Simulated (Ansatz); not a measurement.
Gas-phase electronic energies from Ansatz, PBE0-D4/def2-TZVP geometries. CBS: MP2 limit from def2 TZ/QZ plus the TZ coupled-cluster correction, frozen cores. This one scheme is used for every species. DFT in def2-TZVPP. B3LYP here is the variant with VWN-RPA as its local correlation; programs differ in this.

Reaction (formal exchange of groups at a B–Cl bond): `CC1=CC(C)=[O+][B-](C)(Cl)O1` + CH₄ → `CC1=CC(C)=[O+][B-](C)(C)O1` + HCl

`CC1=CC(C)=[O+][B-](C)(Cl)O1`:

```xyz
20

C    -0.896    2.645   -0.525
C    -0.436    1.250   -0.314
C     0.726    0.749   -0.883
C     1.175   -0.499   -0.472
C     2.499   -1.043   -0.860
O     0.476   -1.247    0.297
B    -0.985   -0.955    0.538
C    -1.454   -1.515    1.936
Cl   -1.910   -1.675   -0.919
O    -1.169    0.540    0.459
H    -1.835    2.618   -1.086
H    -0.166    3.238   -1.071
H    -1.111    3.109    0.439
H     1.335    1.368   -1.524
H     3.102   -0.311   -1.394
H     2.341   -1.918   -1.497
H     3.028   -1.386    0.031
H    -2.513   -1.304    2.103
H    -0.886   -1.067    2.758
H    -1.322   -2.598    1.986
```

CH₄:

Cartesian coordinates in Å:
```
C 0.000 0.000 0.000
H 0.892 -0.433 0.452
H -0.572 -0.783 -0.496
H 0.293 0.754 -0.730
H -0.612 0.462 0.774
```

`CC1=CC(C)=[O+][B-](C)(C)O1`:

Cartesian coordinates in Å:
```
C 1.523 1.778 1.832
C 0.850 0.891 0.845
C 1.569 0.096 -0.042
C 0.883 -0.510 -1.091
C 1.593 -1.158 -2.227
O -0.387 -0.506 -1.164
B -1.259 -0.103 0.053
C -1.449 -1.392 0.982
C -2.570 0.616 -0.490
O -0.422 0.940 0.836
H 1.178 2.805 1.687
H 2.607 1.739 1.745
H 1.226 1.479 2.840
H 2.648 0.086 -0.017
H 2.674 -1.072 -2.137
H 1.263 -0.704 -3.164
H 1.312 -2.214 -2.266
H -2.025 -1.144 1.879
H -0.500 -1.828 1.314
H -2.000 -2.175 0.453
H -3.199 0.961 0.336
H -3.175 -0.071 -1.090
H -2.341 1.485 -1.115
```

HCl:

```xyz
2

Cl   -0.632   -0.016   -0.099
H     0.632    0.016    0.099
```

| level | ΔE (kJ/mol) | difference from CCSD(T)/CBS |
| --- | --- | --- |
| revPBE-D4 | 110.0 | -0.7 |
| BLYP-D4 | 112.8 | 2.1 |
| PBE0-D4 | 112.6 | 1.9 |
| r2SCANh-D4 | 116.3 | 5.6 |
| r2SCAN0-D4 | 116.6 | 5.9 |
| ωB97X-V | 112.4 | 1.7 |
| B3LYP | 114.1 | 3.4 |
| r2SCANh | 116.8 | 6.1 |
| BHLYP | 117.0 | 6.3 |
| MP2/def2-SVP | 116.0 | 5.3 |
| CCSD/def2-SVP | 113.3 | 2.6 |
| CCSD(T)/def2-SVP | 112.4 | 1.7 |
| HF/def2-TZVPP | 122.8 | 12.1 |
| CCSD/def2-TZVPP | 107.4 | -3.3 |
| HF/def2-QZVPP | 122.4 | 11.7 |
| HF/CBS(def2) | 122.3 | 11.6 |
| CCSD(T)/CBS | 110.7 | 0 |

Largest T1 diagnostic among the species: 0.016.

From BLYP to BHLYP (50 % exact exchange), in def2-TZVPP and without D4, ΔE moves by +4.1 kJ/mol. Leaving LDA and LC-ωPBE aside and taking each functional with its dispersion term where it has one, the values, not all of them listed here, spread over 7.9 kJ/mol, from revPBE-D4 to BHLYP-D4.

CCSD(T)/CBS has its own doubt, a few kJ/mol and more with outer-core shells, so smaller differences from it don't rank the levels.
